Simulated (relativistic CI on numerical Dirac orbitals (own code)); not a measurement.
# One change at a time: Eu¹⁸⁺

Base calculation: Dirac-Coulomb-Breit CI, KLI orbitals optimised for each configuration, model QED, unscaled Slater integrals.

CI space (outside the closed core [Ar] 3d10): 4s2 4p6 4d9, 4s2 4p5 4d10, 4s2 4p6 4d8 4f, 4s 4p6 4d10, 4s2 4p5 4d9 4f, 4s2 4p6 4d8 5s, 4s2 4p6 4d8 5p, 4s 4p6 4d9 4f, 4s2 4p6 4d7 4f 5s, 4s2 4p6 4d8 5d, 4s2 4p6 4d7 5s 5p, 4s2 4p5 4d9 5s, 4s2 4p6 4d8 5f, 4s2 4p6 4d8 6s, 4s2 4p5 4d9 5p, 4s2 4p6 4d8 6p, 4s2 4p6 4d8 5g, 4s2 4p6 4d8 6d, 4s2 4p5 4d9 5d, 4s 4p6 4d9 5s, 4s2 4p6 4d8 6f, 4s2 4p6 4d8 7s, 4s 4p6 4d8 4f 5s, 4s2 4p6 4d7 5s2, 4s2 4p6 4d6 4f 5s2, 4s2 4p5 4d7 4f 5s2, 4s2 4p6 4d6 5s2 5p, 4p6 4d9 4f2, 4p5 4d10 4f2, 4p6 4d8 4f3, 4p5 4d9 4f3, 4p6 4d8 4f2 5s, 4p6 4d8 4f2 5p. Double excitations out of closed p, d and f shells are left out; levels of such configurations are missing from the list, as are those of other unlisted configurations, and high levels can miss mixing partners. These lack a partner that the ground configuration has and come out too high: 4s2 4p6 4d8 5d, 4s2 4p5 4d9 5s, 4s2 4p6 4d8 5f, 4s2 4p6 4d8 6s, 4s2 4p5 4d9 5p.

Variants: (1) valence Slater integrals scaled by 0.9; (2) configuration mixing switched off. Shifts of the energy above 4s2 4p6 4d9 2D_5/2, in cm⁻¹, for the lowest level and the first level of each name with at least 55 % of one term (blank where a level changes its place among those of its configuration and J or its character, or is not in the variant):

| Level | Base | Δ(1) | Δ(2) |
| --- | --- | --- | --- |
| 4s2 4p6 4d9 2D_5/2 | 0 | 0 | 0 |
| 4s2 4p6 4d9 2D_3/2 | 49781 | -106 | -397 |
| 4s2 4p5 4d10 2P°_3/2 | 997803 | +10881 | +93225 |
| 4s2 4p6 4d8 4f 4F°_7/2 | 1092319 | +5028 | -11655 |
| 4s2 4p6 4d8 4f 4F°_9/2 | 1100662 | +4924 | -11770 |
| 4s2 4p6 4d8 4f 2P°_1/2 | 1109408 | +4510 | -6019 |
| 4s2 4p6 4d8 4f 4I°_15/2 | 1115283 | +2774 | -12049 |
| 4s2 4p6 4d8 4f 4D°_7/2 | 1116861 | +3589 | -11024 |
| 4s2 4p6 4d8 4f 4D°_1/2 | 1138001 | +4663 | -2454 |
| 4s2 4p6 4d8 4f 4G°_7/2 | 1153515 | +1561 | -11758 |
| 4s2 4p6 4d8 4f 2K°_13/2 | 1181525 | +195 | -12031 |
| 4s2 4p6 4d8 4f 2K°_15/2 | 1187003 | +210 | -12040 |

At this charge energies of transitions that change n are usually good to better than 1 %, and those within a shell (Δn = 0) to a few per cent.

Ionisation energy from the two ground configurations alone: base 552.829 eV; valence Slater integrals scaled by 0.9 553.058 eV. The NIST ASD value (theoretical) is 553 eV.

LS names give the leading component of a level, which can be under half, so a name can repeat, a term be missing and a line seem to break the LS rules.
